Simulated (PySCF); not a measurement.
## How methods differ on the excitation energy of Pd(2+)

Pd(2+) [Kr] 4d8 (3F) → Pd(2+) [Kr] 4d7 5p1 (high-spin determinant), as a difference of total energies. All numbers are calculated (PySCF 2.14, a scalar-relativistic core potential, in aug-cc-pVTZ-PP with ECP28MDF (6s6p5d3f2g, 88 functions)). Correlated levels: valence: 4s2 4p6 frozen. The calculations carry no spin-orbit coupling.

```json
{"method": "UHF", "excitation energy (eV)": "12.269"}
{"method": "LDA", "excitation energy (eV)": "12.831"}
{"method": "PBE", "excitation energy (eV)": "12.756"}
{"method": "PBE0", "excitation energy (eV)": "12.879"}
{"method": "r2SCAN", "excitation energy (eV)": "12.806"}
{"method": "r2SCANh", "excitation energy (eV)": "12.846"}
{"method": "BLYP", "excitation energy (eV)": "12.729"}
{"method": "PBEsol", "excitation energy (eV)": "12.757"}
{"method": "MP2 (valence)", "excitation energy (eV)": "13.253"}
{"method": "SCS-MP2 (valence)", "excitation energy (eV)": "13.510"}
```

How much does correlation contribute at MP2 (valence)?

13.253 − (12.269) = 0.984 eV, measured against UHF.

The determinant of the upper state mixes LS terms, which raises its energy above the lowest term, most at the Hartree-Fock and MP2 levels.
